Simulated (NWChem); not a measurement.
SnBrF3; SMILES [Sn]([F])([F])([F])[Br]

```xyz
5

F     -1.7484     0.2689     1.3187
Sn     0.0000     0.0000     0.5988
F      1.1071     1.3797     1.3187
F      0.6413    -1.6486     1.3187
Br     0.0000     0.0000    -1.8312
```
Atoms are numbered in this order, from 1.

Level: PBE0/def2-SVP with def2 effective core potentials on Sn (NWChem), optimised geometry, unscaled harmonic frequencies. This build's default masses of Se (78.918 u) and Br (79.917 u) are each other's, which moves their modes by up to 0.6 %. def2 effective core potentials on Sn; no spin-orbit coupling.

```tsv
frequency (cm⁻¹)	IR intensity (km/mol)
111	2.9
111	2.9
167	22.8
167	22.8
183	44.2
288	41.6
654	46.5
681	60.1
681	60.1
```

```
Property                                                                           Result
-----------------------------------------------------------------------  ----------------
zero-point energy                                                            4.3 kcal/mol
thermal correction to the enthalpy at 298.15 K (with zero-point energy)      9.3 kcal/mol
heat capacity Cv                                                         19.8 cal/(mol K)
entropy at 298.15 K and 1 atm (symmetry number 3)                        85.6 cal/(mol K)
```

Rigid rotor and harmonic oscillator.
